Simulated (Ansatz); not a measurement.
The cluster Sn₄O₅, relaxed as a singlet with RKS PBE-D4/def2-SVP in Ansatz, starting from the GFN2-xTB geometry. Force threshold 0.02 eV/Å.

In the def2 sets Sn takes a core potential; there is no spin–orbit coupling. The structure holds one bond between oxygen atoms, so isomers without such links may lie far lower. The structure comes from a short search, and lower isomers may exist.

Start:

```xyz
9

Sn   -1.579   -0.829    0.356
Sn    0.362   -2.473   -1.820
Sn    0.812    1.491   -1.959
Sn    1.037    1.859    1.896
O    -0.845   -2.823   -0.356
O    -0.038   -0.352   -1.547
O    -0.988    1.123    1.709
O    -0.117   -0.053    1.859
O     1.357    2.056   -0.137
```

```tsv
step	energy (eV)	largest force component (eV/Å)	SCF passes
1	-33546.4925	1.564	24
2	-33546.7309	0.893	30
3	-33546.7769	0.403	23
4	-33546.7874	0.475	28
5	-33546.8139	0.135	23
6	-33546.8219	0.091	24
7	-33546.8434	0.388	29
8	-33546.8940	0.556	30
9	-33546.9953	0.815	30
10	-33547.1542	0.412	28
11	-33547.3347	0.475	29
12 (rejected)	-33547.3051	1.457	28
13	-33547.4175	0.202	23
14	-33547.4518	0.161	23
15	-33547.5103	0.153	23
16	-33547.6104	0.263	29
17	-33547.7507	0.390	29
18	-33547.9174	0.426	27
19	-33548.0389	0.302	27
20	-33548.1505	0.289	27
21	-33548.2391	0.321	27
22	-33548.3702	0.340	27
23	-33548.5705	0.423	27
24	-33548.6576	0.715	28
25	-33548.7046	0.239	22
26	-33548.7224	0.056	21
27	-33548.7225	0.014	23
```

Force components are those of the run's own axes.

End:

```xyz
9

Sn   -1.721   -1.215    0.157
Sn    1.147   -1.341   -1.426
Sn    0.007    1.726   -1.218
Sn    1.092    0.105    1.598
O     0.360   -1.709    0.535
O    -0.819   -0.234   -1.530
O    -0.521    1.669    0.917
O    -1.217    0.474    1.475
O     1.672    0.525   -0.508
```

Bonds formed: Sn2–O9, Sn3–O7, Sn4–O5 (atoms count from 1).

No frequencies were taken in this run, so the end may be a saddle point.

Hardware: 4 threads of AMD EPYC 7B13 on a shared host. Wall time 59 s.
